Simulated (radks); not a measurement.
Re5+, 70 electrons, occupied as [Xe] 4f14 5d(3/2: 2, 5/2: 0). Calculated with a radial shooting solver on a logarithmic mesh with Libxc functionals: Dirac Kohn-Sham, relativistic LDA (MacDonald-Vosko exchange, VWN5 correlation), spin-unpolarised, spherical densities, finite nucleus; Fermi nuclear charge, rms radius 5.3698 fm.

Spin-orbit splittings of the eigenvalues, e(l+1/2) - e(l-1/2), with zeta = 2 splitting/(2l+1) and mean radii in bohr:

shell  occ.  splitting (eV)  zeta (eV)  <r> j=l-1/2  <r> j=l+1/2
2p        6            1421      947.4      0.06269      0.07072
3p        6           308.9      205.9       0.1875       0.2024
3d       10           67.46      26.98       0.1767       0.1813
4p        6           72.34      48.23       0.4460       0.4795
4d       10           13.44      5.376       0.4939       0.5053
4f       14           2.529     0.7225       0.5722       0.5806
5p        6           11.64      7.759        1.112        1.200
5d        2           1.375     0.5500        1.513        1.546
